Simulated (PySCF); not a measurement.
**Potassium: a sound run and one with changed settings**

Sound run: K [Ar] 4s1, K⁺ [Ar]. Calculation: PySCF 2.14, in aug-cc-pVDZ-X2C (6s5p3d, 36 functions); the spin-free X2C one-electron Hamiltonian (Gaussian nucleus). The sound run starts from symmetry-adapted Hartree-Fock orbitals and uses a fine grid where one is needed.

Changed run: radial step 0.3 in ln r (0.13 in the sound run). This setting is unsound on purpose.

| species | method | sound run (hartree) | changed run (hartree) | converged |
| --- | --- | --- | --- | --- |
| K | UHF | -601.45703 | -601.45703 | yes |
| K | BP86 | -602.28384 | -602.28457 | yes |
| K | M06-2X | -602.22909 | -602.22314 | yes |
| K⁺ | UHF | -601.30931 | -601.30931 | yes |
| K⁺ | BP86 | -602.11962 | -602.12030 | yes |
| K⁺ | M06-2X | -602.07168 | -602.06316 | yes |

Ionisation energy of K:

```json
{"method": "UHF", "sound run (eV)": "4.019", "changed run (eV)": "4.019"}
{"method": "BP86", "sound run (eV)": "4.469", "changed run (eV)": "4.470"}
{"method": "M06-2X", "sound run (eV)": "4.283", "changed run (eV)": "4.353"}
```

A coarse radial grid mis-integrates the density and the exchange-correlation energy, with errors of either sign; Hartree-Fock needs no grid.

For comparison, NIST gives 4.341 eV between the lowest levels.
